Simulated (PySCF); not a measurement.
Spectrum to structure. Method: TDDFT B3LYP/def2-SVPD, vertical, gas phase, core orbitals frozen in the response (PySCF). Geometries: GFN2-xTB, one conformer each.

| state | E (eV) | f |
| --- | --- | --- |
| S1 | 5.91 | 0.050 |
| S2 | 6.22 | 0.076 |
| S3 | 6.46 | 0.0019 |
| S4 | 6.55 | 0.035 |
| S5 | 6.70 | 0.014 |
| S6 | 6.89 | 0.032 |
| S7 | 7.15 | 0.017 |
| S8 | 7.20 | 0.010 |

Question: Which candidate is it? All have the formula C5H6O2.
A. `O=C(O)[C@@H]1C=CC1`
B. `OCc1ccoc1`
C. `CC1=CO[C@H]1C=O`

Answer: B. Its S1, at 5.91 eV, is the highest among the candidates; the nearest of the others has S1 at 5.53 eV. S1 is HOMO→LUMO (73%), HOMO→LUMO+1 (24%). Löwdin shares by element: HOMO carbon 82% or more (atoms not listed hold the other 18%); LUMO carbon 48% or more, oxygen 18% or more (atoms not listed hold the other 34%). At the same level the other candidates give, for their lowest levels:
- `O=C(O)[C@@H]1C=CC1`: 5.53 eV (f 0.007); 6.21 eV (f 0.019); 6.64 eV (f 0.012); 6.75 eV (f 0.024); 7.05 eV (f 0.078); T1 4.36 eV; HOMO -7.36, LUMO -0.56 eV
- `CC1=CO[C@H]1C=O`: 4.15 eV (f 0.018); 4.35 eV (f 0.013); 6.17 eV (f 0.104); 6.19 eV (f 0.001); 6.56 eV (f 0.045); T1 3.58 eV; HOMO -6.67, LUMO -1.51 eV

Shape of the structure used: `[OH:1][CH2:2][c:3]1[cH:4][cH:5][o:6][cH:7]1`: O1–C2–C3–C4 -86°, H–O1–C2–C3 54°.
Triplets come from the Tamm–Dancoff approximation.
